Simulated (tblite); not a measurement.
Compound: C3H9GeNSi.
Cartesian coordinates in Å at the GFN2-xTB level; atoms count from 1:
```
atom  x, y, z in Å
N1     1.9939    2.0750   -0.4661
C2     1.8072    1.1596    0.1959
C3     1.5393   -0.0015    0.9791
Si4    0.6103   -1.3071   -0.0842
C5    -0.7150   -0.4076   -1.0964
Ge6   -1.9188    0.7107   -0.0110
H7     2.4793   -0.4057    1.3544
H8     0.9254    0.2898    1.8335
H9     0.0265   -2.2696    0.8582
H10    1.5758   -1.9690   -0.9695
H11   -1.3100   -1.1342   -1.6488
H12   -0.2334    0.2350   -1.8337
H13   -2.5397   -0.0884    1.0955
H14   -3.0378    1.2571   -0.8429
H15   -1.2076    1.8640    0.6142
```

Computed values, GFN2-xTB/tblite, gas phase, harmonic and unscaled. The method is semi-empirical: single wavenumbers can be off by several per cent or more. Modes of hydrogen on germanium and silicon can be 10 to 20 % off. One conformer, not necessarily the lowest.

Harmonic wavenumbers (cm⁻¹): 31.1, 59.8, 99.6, 131.0, 139.5, 211.7, 371.9, 430.3, 451.3, 477.8, 479.5, 545.8, 604.2, 665.3, 690.1, 727.2, 746.7, 770.8, 773.6, 819.1, 864.4, 867.9, 1004.7, 1018.6, 1075.7, 1108.7, 1171.7, 1409.5, 1424.8, 1970.3, 2047.2, 2082.3, 2227.2, 2237.1, 2396.1, 2965.9, 2968.5, 2975.5, 2989.8.

A = 2477, B = 1104, C = 878.5 MHz; mass 160.972 u (most abundant isotopes); point group C1, symmetry number 1.

What is the zero-point energy?

Half the sum of the wavenumbers: 22016 cm⁻¹ = 263.37 kJ/mol.

Give the ideal-gas entropy at 273.15 K and 1 bar in the rigid-rotor, harmonic-oscillator model (classical rotation).

Translation 170.41, rotation 121.43, vibration 111.90: S = 403.7 J/(mol K).

And Cp and H(273.15 K) − H(0)?

Cp = 144.24 J/(mol K), of which vibrations give 110.98 (their classical limit is 39 R = 324.3); H(273.15 K) − H(0) = 24.53 kJ/mol without the zero-point energy, 15.45 from vibrations.

How do the functions run with temperature in this model?

```
 T (K)  S (J/(mol K))  Cp (J/(mol K))  H − H(0) (kJ/mol)  G − H(0) (kJ/mol)  ln q(vib)
    50          253.4            58.0               2.22             -10.45       0.82
   100          299.6            76.2               5.61             -24.35       2.21
298.15          416.8           153.6              28.26             -96.00       7.28
373.15          454.0           178.7              40.75            -128.68       9.13
   500          511.2           211.9              65.63            -189.97      12.18
   750          606.2           256.2             124.57            -330.07      17.79
  1000          684.1           284.9             192.45            -491.66      22.84
```

q(vib) and H(0) count from the zero-point level.

What must be added to the electronic energy to get the Gibbs energy at 273.15 K and 1 bar?

ZPE + [H(273.15 K) − H(0)] − T·S = 263.37 + 24.53 − 110.28 = 177.62 kJ/mol.

Blend soft modes into free rotors: weight 1/[1 + (100 cm⁻¹/ν̃)⁴] for the oscillator and the rest for a rotor with moment μB/(μ + B), μ = h/(8π²ν), B = 10⁻⁴⁴ kg m². What vibrational entropy results?

99.79 J/(mol K) in place of 111.90, which changes −T·S at 273.15 K by +3.31 kJ/mol.

Hindered rotation and anharmonicity are outside this model. Other conformers, if any are populated, would add a mixing term that is left out. The structure is chiral; the term R ln 2 for an equal mix with its mirror image is left out.
